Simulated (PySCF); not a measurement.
HBF2, singlet, at a GFN2-xTB geometry. Base run: CAMB3LYP/def2-SVP, polarisability (PySCF).

PySCF was given this input:
```python
from pyscf import gto, scf, dft
from pyscf.prop import polarizability

mol = gto.Mole()
mol.atom = '''
    B    -0.25925993   -0.38452831    0.08683966
    H    -0.90079655   -1.33604053    0.30172369
    F     0.86442358   -0.14997585    0.70970275
    F    -0.62030178    0.51205163   -0.79147185
'''
mol.basis = 'def2-svp'
mol.verbose = 4
mol.build()

mf = dft.RKS(mol)
mf.xc = 'camb3lyp'
mf.kernel()
alpha = mf.Polarizability().polarizability()[2, 2]
print('alpha_zz =', alpha)
```

Variants of this job, named by their change:

```tsv
change	alpha_zz (bohr³)	basis functions	core-seconds (rough)
base	11.15	47	3
finite field (a.u.) = 0.001; conv_tol = 1e-11	11.15	47	4
functional = hf	9.78	47	0.2
finite field (a.u.) = 0.02; conv_tol = 1e-11	11.17	47	4
basis = def2-TZVP	14.12	99	10
functional = lda,vwn	11.96	47	1
finite field (a.u.) = 0.005; conv_tol = 1e-11	11.15	47	4
basis = cc-pVDZ	11.40	47	3
basis = def2-TZVPD	15.85	126	30
basis = def2-SVPD	15.59	74	6
basis = 6-31+G*	13.60	56	5
basis = aug-cc-pVDZ	15.46	78	8
```

Finite-field rows take the second difference of the energy in a field along z; a small field with loose convergence shows SCF noise divided by the square of the field, and a large one adds hyperpolarisability.
